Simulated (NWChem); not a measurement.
# GaHSeF2; SMILES [F][Ga]([F])[SeH]

```xyz
5

Ga    -0.0117     0.7533     0.0000
F     -1.4697     1.7035     0.0000
F      1.4697     1.6705     0.0000
Se    -0.0317    -1.5345     0.0000
H      1.4404    -1.5447     0.0000
```
Atoms are numbered in this order, from 1.

All runs use the structure optimised with PBE0/def2-SVP.

Symmetry labels are those of Cs in the frame above (b1 and b2, or b-type labels, depend on it).

Question: List the 4 lowest vertical singlet excitations from PBE/def2-SVPD, TDA (NWChem).

Answer: 
```json
[
 {"state": "S1", "energy (eV)": "4.34", "oscillator strength": "0.023", "symmetry": "a\"", "leading excitation (squared amplitude)": "HOMO → LUMO (1.00)"},
 {"state": "S2", "energy (eV)": "5.56", "oscillator strength": "0.006", "symmetry": "a'", "leading excitation (squared amplitude)": "HOMO → LUMO+1 (0.74)"},
 {"state": "S3", "energy (eV)": "5.71", "oscillator strength": "0.012", "symmetry": "a\"", "leading excitation (squared amplitude)": "HOMO → LUMO+2 (0.99)"},
 {"state": "S4", "energy (eV)": "6.51", "oscillator strength": "0.011", "symmetry": "a'", "leading excitation (squared amplitude)": "HOMO−2 → LUMO (0.96)"}
]
```
